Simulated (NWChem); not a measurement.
System: H4PO4 cation; SMILES OP(O)(=O)[OH2+]

Input file for NWChem:

```
start job
memory heap 200 mb stack 900 mb global 1100 mb
charge 1
geometry units angstroms noautoz
  O      1.428538     0.795241    -0.068715
  P      0.066194     0.291218    -0.011264
  O     -0.866495     0.376995     1.239127
  O     -0.968850     0.333225    -1.175892
  O      0.326219    -1.545464    -0.007629
  H     -0.474482     0.749917     2.047435
  H     -0.619045     0.500742    -2.068029
  H      1.231283    -1.869712     0.161934
  H     -0.358674    -2.197710     0.234062
end
basis spherical
  * library def2-svp
end
dft
  xc b3lyp
  iterations 150
end
tddft
  nroots 6
  notriplet
end
task tddft energy
```

Output (shortened):

```
             Northwest Computational Chemistry Package (NWChem) 7.3.0
             --------------------------------------------------------

 C1  symmetry detected

                             Geometry "geometry" -> ""
                             -------------------------

 Output coordinates in angstroms (scale by  1.889725989 to convert to a.u.)

  No.       Tag          Charge          X              Y              Z
 ---- ---------------- ---------- -------------- -------------- --------------
    1 O                    8.0000     1.56121721    -0.43916086    -0.05404238
    2 P                   15.0000     0.23162219     0.14730434    -0.01458845
    3 O                    8.0000    -0.38576338     0.87997649     1.21941751
    4 O                    8.0000    -0.47611028     0.87648133    -1.19647453
    5 O                    8.0000    -0.85930638    -1.35279876     0.00975329
    6 H                    1.0000     0.15070409     0.88968824     2.03072211
    7 H                    1.0000    -0.10325784     0.73755537    -2.08417637
    8 H                    1.0000    -0.43567240    -2.21213271     0.19712625
    9 H                    1.0000    -1.80640407    -1.34066160     0.24592371

 Effective nuclear repulsion energy (a.u.)     286.5903746295

                                 NWChem DFT Module
                                 -----------------

 Summary of "ao basis" -> "ao basis" (spherical)
 ------------------------------------------------------------------------------
       Tag                 Description            Shells   Functions and Types
 ---------------- ------------------------------  ------  ---------------------
 O                          def2-svp                 6       14   3s2p1d
 P                          def2-svp                 8       18   4s3p1d
 H                          def2-svp                 3        5   2s1p

            General Information
            -------------------
          SCF calculation type: DFT
          Wavefunction type:  closed shell.
          No. of atoms     :     9
          No. of electrons :    50
           Alpha electrons :    25
            Beta electrons :    25
          Charge           :     1
          Spin multiplicity:     1
          Use of symmetry is: off; symmetry adaption is: off
          Maximum number of iterations: 150
          AO basis - number of functions:    94
                     number of shells:    44
          Convergence on energy requested:  1.00D-06
          Convergence on density requested:  1.00D-05
          Convergence on gradient requested:  5.00D-04

              XC Information
              --------------
                         B3LYP Method XC Potential
                     Hartree-Fock (Exact) Exchange  0.200
                        Slater Exchange Functional  0.800 local
                    Becke 1988 Exchange Functional  0.720 non-local
              Lee-Yang-Parr Correlation Functional  0.810
                  VWN I RPA Correlation Functional  0.190 local

             Grid Information
             ----------------
          Grid used for XC integration:  medium
          Radial quadrature: Mura-Knowles
          Angular quadrature: Lebedev.
          Tag              B.-S. Rad. Rad. Pts. Rad. Cut. Ang. Pts.
          ---              ---------- --------- --------- ---------
          O                   0.60       49          10.0       434
          P                   1.00       88           8.0       590
          H                   0.35       45          11.0       434
          Grid pruning is: on
          Number of quadrature shells:   464
          Spatial weights used:  Erf1

      Superposition of Atomic Density Guess
      -------------------------------------

 Sum of atomic energies:        -641.29939183

 Renormalizing density from      51.00 to     50

      Non-variational initial energy
      ------------------------------

 Total energy =    -635.258703
 1-e energy   =   -1427.148180
 2-e energy   =     505.299102
 HOMO         =      -0.786506
 LUMO         =      -0.275774

   convergence    iter        energy       DeltaE   RMS-Dens  Diis-err
 ---------------- ----- ----------------- --------- --------- ---------
 d= 0,ls=0.0,diis     1   -643.8934083534 -9.30D+02  2.25D-02  2.28D+00
 d= 0,ls=0.0,diis     2   -643.5812650349  3.12D-01  1.65D-02  5.34D+00
 d= 0,ls=0.0,diis     3   -644.0737393132 -4.92D-01  4.23D-03  3.27D-01
 d= 0,ls=0.0,diis     4   -644.1001339605 -2.64D-02  1.33D-03  6.04D-02
 d= 0,ls=0.0,diis     5   -644.1055358969 -5.40D-03  2.92D-04  1.34D-03
  Resetting Diis
 d= 0,ls=0.0,diis     6   -644.1056531599 -1.17D-04  7.72D-05  2.16D-04
 d= 0,ls=0.0,diis     7   -644.1056716417 -1.85D-05  3.83D-05  1.06D-05
 d= 0,ls=0.0,diis     8   -644.1056710445  5.97D-07  2.15D-05  1.76D-05
 d= 0,ls=0.0,diis     9   -644.1056726165 -1.57D-06  4.96D-06  4.63D-07
 d= 0,ls=0.0,diis    10   -644.1056726596 -4.31D-08  1.11D-06  2.93D-08

         Total DFT energy =     -644.105672659586
      One electron energy =    -1446.162996240384
           Coulomb energy =      574.449669118171
    Exchange-Corr. energy =      -58.982720166889
 Nuclear repulsion energy =      286.590374629516

 Numeric. integr. density =       50.000008050037

                       DFT Final Molecular Orbital Analysis
                       ------------------------------------

 Vector   23  Occ=2.000000D+00  E=-5.773978D-01
              MO Center= -4.3D-01,  6.5D-01,  8.5D-02, r^2= 2.4D+00
   Bfn.  Coefficient  Atom+Function         Bfn.  Coefficient  Atom+Function
  ----- ------------  ---------------      ----- ------------  ---------------
    37      0.391483  3 O  py                51     -0.344482  4 O  py
    40      0.284008  3 O  py                54     -0.247446  4 O  py
    50     -0.227139  4 O  px                66      0.220284  5 O  pz
    36      0.183956  3 O  px                53     -0.166959  4 O  px
    38     -0.146006  3 O  pz                69      0.146368  5 O  pz

 Vector   24  Occ=2.000000D+00  E=-5.405632D-01
              MO Center=  1.2D+00, -2.9D-01, -4.6D-02, r^2= 1.5D+00
   Bfn.  Coefficient  Atom+Function         Bfn.  Coefficient  Atom+Function
  ----- ------------  ---------------      ----- ------------  ---------------
     5      0.521535  1 O  py                 8      0.357179  1 O  py
     4      0.209870  1 O  px                 7      0.147277  1 O  px
    26      0.136894  2 P  py                50     -0.121194  4 O  px
    36     -0.118447  3 O  px                63      0.116992  5 O  s
    32      0.104249  2 P  d  2              23      0.098666  2 P  py

 Vector   25  Occ=2.000000D+00  E=-5.299606D-01
              MO Center=  1.1D+00, -1.5D-01, -4.2D-02, r^2= 1.9D+00
   Bfn.  Coefficient  Atom+Function         Bfn.  Coefficient  Atom+Function
  ----- ------------  ---------------      ----- ------------  ---------------
     6      0.554864  1 O  pz                 9      0.378535  1 O  pz
    50      0.180938  4 O  px                36     -0.166288  3 O  px
    27      0.132529  2 P  pz                53      0.128607  4 O  px
    37      0.124271  3 O  py                31     -0.118586  2 P  d  1
    39     -0.118848  3 O  px                51     -0.107996  4 O  py

[...]

                                NWChem TDDFT Module
                                -------------------

            General Information
            -------------------
           No. of orbitals :     188
            Alpha orbitals :      94
             Beta orbitals :      94
        Alpha frozen cores :       0
         Beta frozen cores :       0
     Alpha frozen virtuals :       0
      Beta frozen virtuals :       0
         Spin multiplicity :       1
    Number of AO functions :      94
        Use of symmetry is : off
      Symmetry adaption is : off
         Schwarz screening :  0.10D-07

              XC Information
              --------------
                  B3LYP Method XC Potential
              Hartree-Fock (Exact) Exchange   0.20
                 Slater Exchange Functional   0.80 local
             Becke 1988 Exchange Functional   0.72 non-local
       Lee-Yang-Parr Correlation Functional   0.81
           VWN I RPA Correlation Functional   0.19 local

             TDDFT Information
             -----------------
          Calculation type : TDDFT
         Wavefunction type : Restricted singlets
          No. of electrons :      50
           Alpha electrons :      25
            Beta electrons :      25
              No. of roots :       6
          Max subspacesize :    5200
            Max iterations :     100
               Target root :       1
           Target symmetry : none
      Symmetry restriction : off
                 Algorithm : Optimal
        Davidson threshold :  0.10D-03

    6 smallest eigenvalue differences (eV)
--------------------------------------------------------
  No. Spin  Occ  Vir  Irrep   E(Occ)    E(Vir)   E(Diff)
--------------------------------------------------------
    1    1   25   26 a        -0.530    -0.217     8.524
    2    1   24   26 a        -0.541    -0.217     8.813
    3    1   23   26 a        -0.577    -0.217     9.815
    4    1   25   27 a        -0.530    -0.163     9.980
    5    1   24   27 a        -0.541    -0.163    10.268
    6    1   22   26 a        -0.597    -0.217    10.341
--------------------------------------------------------

  Entering Davidson iterations
  Restricted singlet excited states

  Iter   NTrls   NConv    DeltaV     DeltaE      Time
  ----  ------  ------  ---------  ---------  ---------
    1      6       0     0.43E+00   0.10+100        9.9
    2     18       0     0.83E-01   0.53E-01       28.3
    3     30       0     0.32E-01   0.41E-02       21.9
    4     42       0     0.12E-01   0.73E-03       16.6
    5     54       0     0.52E-02   0.88E-04       26.8
    6     66       0     0.22E-02   0.10E-04       17.5
    7     78       1     0.90E-03   0.16E-05       16.5
    8     88       3     0.38E-03   0.23E-06       17.4
    9     94       5     0.16E-03   0.37E-07       10.0
   10     96       6     0.65E-04   0.52E-08        5.8
  ----  ------  ------  ---------  ---------  ---------
  Convergence criterion met

  Ground state a        -644.105672659586 a.u.

  ----------------------------------------------------------------------------
  Root   1 singlet a              0.271259999 a.u.                7.3814 eV
  ----------------------------------------------------------------------------
     Transition Moments    X -0.00838   Y  0.01360   Z -0.30092
     Dipole Oscillator Strength                    0.0164212670
     Electric Quadrupole                           0.0000000104
     Magnetic Dipole                               0.0000002144
     Total Oscillator Strength                     0.0164214918

     Occ.   25  a   ---  Virt.   26  a   -0.98972 X
     Occ.   25  a   ---  Virt.   28  a   -0.07349 X
     Occ.   25  a   ---  Virt.   31  a    0.08706 X
  ----------------------------------------------------------------------------
  Root   2 singlet a              0.281972380 a.u.                7.6729 eV
  ----------------------------------------------------------------------------
     Transition Moments    X  0.20927   Y  0.35715   Z  0.00437
     Dipole Oscillator Strength                    0.0322136894
     Electric Quadrupole                           0.0000000454
     Magnetic Dipole                               0.0000005232
     Total Oscillator Strength                     0.0322142580

     Occ.   21  a   ---  Virt.   26  a   -0.05143 X
     Occ.   24  a   ---  Virt.   26  a    0.98114 X
     Occ.   24  a   ---  Virt.   27  a   -0.13397 X
     Occ.   24  a   ---  Virt.   31  a   -0.09125 X
  ----------------------------------------------------------------------------
  Root   3 singlet a              0.311124025 a.u.                8.4661 eV
  ----------------------------------------------------------------------------
     Transition Moments    X  0.01207   Y  0.00840   Z  0.22483
     Dipole Oscillator Strength                    0.0105290267
     Electric Quadrupole                           0.0000000049
     Magnetic Dipole                               0.0000006471
     Total Oscillator Strength                     0.0105296786

     Occ.   23  a   ---  Virt.   26  a   -0.09578 X
     Occ.   23  a   ---  Virt.   27  a   -0.05433 X
     Occ.   25  a   ---  Virt.   27  a   -0.91739 X
     Occ.   25  a   ---  Virt.   28  a   -0.37030 X
  ----------------------------------------------------------------------------
  Root   4 singlet a              0.317196616 a.u.                8.6314 eV
  ----------------------------------------------------------------------------
     Transition Moments    X -0.00239   Y  0.00960   Z  0.08674
     Dipole Oscillator Strength                    0.0016116700
     Electric Quadrupole                           0.0000000191
     Magnetic Dipole                               0.0000007876
     Total Oscillator Strength                     0.0016124767

     Occ.   23  a   ---  Virt.   26  a    0.97847 X
     Occ.   23  a   ---  Virt.   27  a   -0.15261 X
     Occ.   25  a   ---  Virt.   27  a   -0.08261 X
  ----------------------------------------------------------------------------
  Root   5 singlet a              0.332330229 a.u.                9.0432 eV
  ----------------------------------------------------------------------------
     Transition Moments    X  0.08190   Y  0.09185   Z  0.01260
     Dipole Oscillator Strength                    0.0033902332
     Electric Quadrupole                           0.0000000497
     Magnetic Dipole                               0.0000003235
     Total Oscillator Strength                     0.0033906064

     Occ.   21  a   ---  Virt.   26  a   -0.09026 X
     Occ.   22  a   ---  Virt.   26  a    0.59916 X
     Occ.   22  a   ---  Virt.   27  a   -0.08742 X
     Occ.   22  a   ---  Virt.   31  a   -0.09059 X
     Occ.   24  a   ---  Virt.   26  a   -0.07295 X
     Occ.   24  a   ---  Virt.   27  a   -0.73417 X
     Occ.   24  a   ---  Virt.   28  a   -0.16231 X
     Occ.   24  a   ---  Virt.   29  a    0.05843 X
     Occ.   25  a   ---  Virt.   29  a    0.06279 X
     Occ.   25  a   ---  Virt.   30  a   -0.13374 X
     Occ.   25  a   ---  Virt.   32  a    0.09746 X
  ----------------------------------------------------------------------------
  Root   6 singlet a              0.345781447 a.u.                9.4092 eV
  ----------------------------------------------------------------------------
     Transition Moments    X  0.39231   Y  0.06942   Z  0.01050
     Dipole Oscillator Strength                    0.0366152958
     Electric Quadrupole                           0.0000001212
     Magnetic Dipole                               0.0000001690
     Total Oscillator Strength                     0.0366155860

     Occ.   21  a   ---  Virt.   26  a    0.07767 X
     Occ.   22  a   ---  Virt.   26  a    0.64709 X
     Occ.   24  a   ---  Virt.   26  a    0.09024 X
     Occ.   24  a   ---  Virt.   27  a    0.42040 X
     Occ.   24  a   ---  Virt.   28  a   -0.10430 X
     Occ.   24  a   ---  Virt.   29  a   -0.09143 X
     Occ.   24  a   ---  Virt.   31  a    0.07255 X
     Occ.   25  a   ---  Virt.   27  a   -0.18910 X
     Occ.   25  a   ---  Virt.   28  a    0.47863 X
     Occ.   25  a   ---  Virt.   29  a   -0.07825 X
     Occ.   25  a   ---  Virt.   30  a    0.24922 X
     Occ.   25  a   ---  Virt.   32  a   -0.14900 X

              Target root =      1
          Target symmetry = none
      Ground state energy =   -644.105672659586
        Excitation energy =      0.271259999357
     Excited state energy =   -643.834412660229

  stored tddft:energy   -643.83441266022851
```

Level: B3LYP/def2-SVP, full TDDFT. Coordinates come from a PBE0/def2-SVP optimisation.
